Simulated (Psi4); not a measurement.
Pair of molecules: HF (SMILES F) (first 2 atoms) with HCl (SMILES Cl); geometry from B3LYP-D3(BJ)/def2-TZVP.
(charge 0, multiplicity 1):
```tsv
atom	x (Å)	y (Å)	z (Å)
F	-0.0125	-0.0839	-0.1391
H	0.1544	0.1338	0.7509
Cl	-0.0257	0.4808	3.0074
H	-1.2403	0.0634	2.9886
```

All values below come from Psi4 with SAPT0/jun-cc-pV(D+d)Z.

Which attractive term is largest, and how does the interaction split up?

electrostatics -3.97, exchange 4.94, induction -2.12, dispersion -1.03, total -2.17 kcal/mol; the largest attraction is electrostatics.
